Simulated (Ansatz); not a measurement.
Ansatz results at the PBE0-D4/def2-TZVP geometry: HOMO energy (B3LYP/def2-TZVPP) -7.34 eV; size of the dipole moment (PBE/def2-TZVPP) 0.90 D; size of the dipole moment (ωB97M-V/def2-TZVPP) 0.87 D.

Each molecule was computed in one conformer, which needn't be the lowest.

Q: Which molecule gave them?
A. `C[B]1O[CH2][GeH2]1`
B. `BO[C](=C)[GeH3]`
C. `COC(O)[SeH]`
D. `O[BH][Al]([SiH3])[SiH3]`

A: B. The others give `COC(O)[SeH]`: -6.56, 1.66, 1.68; `C[B]1O[CH2][GeH2]1`: -7.04, 0.22, 0.46; `O[BH][Al]([SiH3])[SiH3]`: -6.69, 2.57, 2.70.

B3LYP here is the variant with VWN-RPA as its local correlation; programs differ in this.
